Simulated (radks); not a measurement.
Results of a calculation; reference values are marked as such.
Trend from La2+ to Lu2+: ionisation energy by Delta-SCF between NIST ground configurations, and size. Level of theory: scalar-relativistic Kohn-Sham, PBE, spin-polarised, spherical densities, point nucleus; open shells are filled with parallel spins first (spin-orbit coupling, left out, can overturn this in heavy ions) (a radial shooting solver on a logarithmic mesh with Libxc functionals).

| species | configuration | configuration of the ion | IE (eV) | NIST (eV) | kind | -e(HOMO) (eV) | r at 0.001 e/bohr^3 (bohr) |
|---|---|---|---|---|---|---|---|
| La2+ | [Xe] 5d1 | [Xe] | 19.124 | 19.177 | exp. | 15.012 (5d) | 3.92 |
| Ce2+ | [Xe] 4f2 | [Xe] 4f1 | 20.973 | 20.197 | semi-emp. | 13.425 (4f) | 3.68 |
| Pr2+ | [Xe] 4f3 | [Xe] 4f2 | 22.260 | 21.624 | exp. | 14.534 (4f) | 3.64 |
| Nd2+ | [Xe] 4f4 | [Xe] 4f3 | 23.377 | 22.09 | semi-emp. | 15.479 (4f) | 3.59 |
| Pm2+ | [Xe] 4f5 | [Xe] 4f4 | 24.359 | 22.4 | semi-emp. | 16.296 (4f) | 3.55 |
| Sm2+ | [Xe] 4f6 | [Xe] 4f5 | 25.229 | 23.6 | semi-emp. | 17.008 (4f) | 3.52 |
| Eu2+ | [Xe] 4f7 | [Xe] 4f6 | 26.001 | 24.84 | semi-emp. | 17.630 (4f) | 3.48 |
| Gd2+ | [Xe] 4f7 5d1 | [Xe] 4f7 | 20.360 | 20.54 | semi-emp. | 15.772 (5d) | 3.68 |
| Tb2+ | [Xe] 4f9 | [Xe] 4f8 | 22.762 | 21.82 | semi-emp. | 14.635 (4f) | 3.43 |
| Dy2+ | [Xe] 4f10 | [Xe] 4f9 | 23.644 | 22.89 | semi-emp. | 15.379 (4f) | 3.40 |
| Ho2+ | [Xe] 4f11 | [Xe] 4f10 | 24.437 | 22.79 | semi-emp. | 16.041 (4f) | 3.37 |
| Er2+ | [Xe] 4f12 | [Xe] 4f11 | 25.152 | 22.70 | semi-emp. | 16.631 (4f) | 3.35 |
| Tm2+ | [Xe] 4f13 | [Xe] 4f12 | 25.797 | 23.66 | semi-emp. | 17.159 (4f) | 3.32 |
| Yb2+ | [Xe] 4f14 | [Xe] 4f13 | 26.380 | 25.05 | semi-emp. | 17.634 (4f) | 3.30 |
| Lu2+ | [Xe] 4f14 6s1 | [Xe] 4f14 | 21.298 | 20.959 | exp. | 18.007 (6s) | 4.04 |

Reference values: NIST Atomic Spectra Database (exp. = measured, semi-emp. = semi-empirical, theory = theoretical value adopted there). Open shells are spherical and high-spin; term and fine-structure splittings are not resolved. Spin-orbit splitting is averaged out at the scalar-relativistic level.
